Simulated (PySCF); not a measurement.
BrHTe. Atoms are numbered in the order given.

```xyz
3

Te     0.0329     1.0014     0.0000
H     -1.6273     1.1336     0.0000
Br    -0.0024    -1.5202     0.0000
```

Coordinates come from a B3LYP-D3(BJ)/def2-TZVP optimisation. The def2 effective core potentials stand for the cores of Te; spin–orbit coupling is left out.

Vertical ionisation energy (IE) and electron affinity (EA) in eV. Rows of orbital energies are one-electron estimates. Where ΔSCF, EOM or ADC give a negative EA the extra electron is unbound and the value depends on the basis.

```tsv
level	IE	EA
−ε(HOMO), −ε(LUMO), CAM-B3LYP/def2-TZVPD (PySCF)	7.89	1.91
−ε(HOMO), −ε(LUMO), ωB97X/def2-TZVPD (PySCF)	8.81	0.88
```
